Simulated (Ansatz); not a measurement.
Cost and result up the ladder for BAs₂ (3 atoms). The state is a doublet with charge 0. Geometry: PBE-D4/def2-TZVP.

```tsv
atom	x (Å)	y (Å)	z (Å)
B1	-0.263	-0.327	0.630
As2	-1.233	0.518	-0.700
As3	1.496	-0.192	0.070
```

Ansatz on 4 threads of Arm Neoverse V1 on a shared host. Times are rough, and most runs start from the orbitals of an earlier one. CAM-B3LYP-D4/def2-TZVP serves as the yardstick here, not as an exact answer. Differences are given only for rows in sets of like size (and for xTB, whose basis is part of the method), since another set adds its own error. Binding counts from free atoms at the same level (B doublet, As quartet; other spins of the atoms weren't run), without zero-point energy or a counterpoise term.

Correlated methods freeze 19 core orbitals; core or outer-core shells of As are correlated, in sets that lack core-valence functions. The structure comes from a short search, and lower isomers may exist.

Run but left out: HF/STO-3G, HF/def2-TZVP, MP2/def2-TZVP, CCSD(T)/def2-TZVPP (⟨S²⟩ 1.37 to 1.69, where a pure state has 0.75).

Correlated methods converge slowly with the basis.

```tsv
level	functions	wall time
LDA (SPW92)/def2-TZVP	127	1.1 s
PBE-D4/def2-SVP	78	1.7 s
PBE-D4/def2-TZVP	127	2 s
PBE0-D4/def2-SVP	78	2.1 s
RPA@PBE/def2-TZVP	127	2.7 s
PBE-D4/def2-TZVPD	145	3.3 s
BHLYP-D4/def2-TZVP	127	3.5 s
CAM-B3LYP-D4/def2-TZVP	127	3.7 s
PBE0-D4/def2-TZVPD	145	4.6 s
PBE0-D4/def2-TZVP	127	6 s
r2SCAN-D4/def2-TZVP (with forces)	127	6.5 s
r2SCAN-D4/def2-TZVPD	145	8 s
r2SCAN0-D4/def2-TZVP	127	8.5 s
```

Task: Estimate what each level gives for the binding energy per atom (eV).

Result: 
| level | binding energy per atom (eV) | difference from CAM-B3LYP-D4/def2-TZVP (eV) | remarks |
| --- | --- | --- | --- |
| LDA (SPW92)/def2-TZVP | 3.10 | 0.82 | – |
| PBE-D4/def2-SVP | 2.63 | – | – |
| PBE-D4/def2-TZVP | 2.61 | 0.33 | – |
| PBE0-D4/def2-SVP | 2.40 | – | – |
| RPA@PBE/def2-TZVP | 2.12 | -0.17 | – |
| PBE-D4/def2-TZVPD | 2.62 | 0.33 | – |
| BHLYP-D4/def2-TZVP | 2.15 | -0.13 | – |
| CAM-B3LYP-D4/def2-TZVP | 2.28 | 0.00 | – |
| PBE0-D4/def2-TZVPD | 2.39 | 0.10 | – |
| PBE0-D4/def2-TZVP | 2.39 | 0.10 | – |
| r2SCAN-D4/def2-TZVP (with forces) | 2.43 | 0.15 | – |
| r2SCAN-D4/def2-TZVPD | 2.44 | 0.15 | – |
| r2SCAN0-D4/def2-TZVP | 2.26 | -0.03 | spin-contaminated (⟨S²⟩ 0.83) |
